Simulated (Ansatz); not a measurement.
Total energies of H4NPSSi, SMILES `SP1N[SiH2]1`.

Cartesian coordinates in Å:
```
S 1.561 -0.027 1.519
P -0.292 -0.866 0.827
N -1.127 0.381 -0.054
Si -0.126 -0.255 -1.277
H 1.202 -0.029 2.814
H -1.505 1.251 0.283
H -0.784 -0.959 -2.400
H 1.070 0.504 -1.711
```

The species carries charge 0 and has multiplicity 1. Geometry: relaxed with PBE0-D4/def2-TZVP. It is one conformer, not always the lowest. Basis def2-TZVPP, Ansatz.

RPA on PBE orbitals: Hartree–Fock energy of these orbitals -1083.98299 Eh, correlation -1.11347 Eh (frozen core).

| functional | energy without D4 (Eh) | D4 term (kJ/mol) |
| --- | --- | --- |
| LDA (SPW92) | -1082.02311 | – |
| PBE | -1085.72535 | -23.3 |
| revPBE | -1086.05445 | -64.5 |
| BLYP | -1086.24020 | -51.1 |
| r2SCAN | -1086.15835 | -5.2 |
| B97M-V | -1085.99587 | – |
| PBE0 | -1085.81369 | -19.7 |
| B3LYP | -1086.32160 | -38.4 |
| r2SCANh | -1086.14856 | -5.7 |
| r2SCAN0 | -1086.13505 | -6.3 |
| HSE06 (plane-wave form) | -1085.79029 | -18.5 |
| BHLYP | -1086.22258 | -32.0 |
| CAM-B3LYP | -1086.25956 | -20.3 |
| LC-ωPBE | -1085.91526 | – |
| ωB97X-V | -1086.08474 | – |
| ωB97M-V | -1086.18056 | – |
| B2PLYP | -1085.84910 | – |
| PBE-QIDH | -1085.54521 | – |

B3LYP takes the VWN-RPA correlation (the form of Gaussian; ORCA's B3LYP/G). HSE06 is the plane-wave form, built on full-range PBE exchange. The double hybrids freeze the cores in their second-order part.

LC-ωPBE has ω = 0.4 bohr⁻¹.
